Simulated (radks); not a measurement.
Values are calculated unless marked as measured or tabulated.
Task: Species: P3+. Configuration: [He] 2p6 3s2 4s2 (not the ground configuration). Level of theory: scalar-relativistic Kohn-Sham, BP86, spin-unpolarised, spherical densities, finite nucleus; Fermi nuclear charge, rms radius 3.1889 fm (a radial shooting solver on a logarithmic mesh with Libxc functionals). Some entries of the table are withheld. Estimate them.

orbital,occ.,eigenvalue (Ry),<r^2> (bohr^2)
1s,2,(1),0.01439
2p,6,-16.36606,0.2524
3s,2,(2),2.327
3p,0,-3.91317,2.590
3d,0,(3),(4)
4s,2,-1.79847,(5)
4f,0,-0.93266,15.43

Result: 
(1) 1s eigenvalue (Ry): -162.0875
(2) 3s eigenvalue (Ry): -4.77815
(3) 3d eigenvalue (Ry): -2.73988
(4) 3d <r^2> (bohr^2): 2.845
(5) 4s <r^2> (bohr^2): 11.14
